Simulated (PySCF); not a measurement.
Exercise with solution: entropy of an ideal gas

(1S)-1-bromo-1-chloroethane (C₂H₄BrCl), SMILES [C@@H](Br)(Cl)C.

The structure is a stationary point at PBE-D3(BJ)/def2-SVP.

PBE-D3(BJ)/def2-SVP (PySCF) gives the harmonic wavenumbers 213, 264, 288, 371, 550, 653, 949, 1019, 1072, 1159, 1239, 1339, 1398, 1406, 2982, 3072, 3079, 3097 cm⁻¹ and the rotational temperatures 0.2855, 0.0926, 0.0729 K. The molar mass is 143.41 g/mol, the symmetry number 1, the spin multiplicity 1.

Work out the entropy at 298.15 K and 1 atm in the rigid-rotor, harmonic-oscillator model.


Translation (Sackur–Tetrode at 1 atm): S = R[1.5 ln M + 2.5 ln T − 1.16487] = 170.7 J/(mol K).
Rotation: q = (√π/σ) T^1.5/√(θA θB θC) = 208000, S = R[ln q + 3/2] = 114.3 J/(mol K).
Vibration: with u = 1.4388 ν/T, each mode gives R[u/(e^u − 1) − ln(1 − e^−u)]:
```csv
ν (cm⁻¹),modes,u,S (J/(mol K))
213,1,1.03,8.44
264,1,1.27,6.84
288,1,1.39,6.22
371,1,1.79,4.50
550,1,2.65,2.28
653,1,3.15,1.54
949,1,4.58,0.48
1019,1,4.92,0.36
1072,1,5.17,0.29
1159,1,5.59,0.20
1239,1,5.98,0.15
1339,1,6.46,0.10
1398,1,6.75,0.08
1406,1,6.78,0.07
```
The stiffer modes add less than 0.005 each. Sum 31.5 J/(mol K).
Spin: R ln 1 = 0.0 J/(mol K).
Total 316.5 J/(mol K); the program's own thermochemistry gives 316.5. Translation makes up 54 % and vibration 10 %. Anharmonicity, hindered rotation and orbital degeneracy are left out.
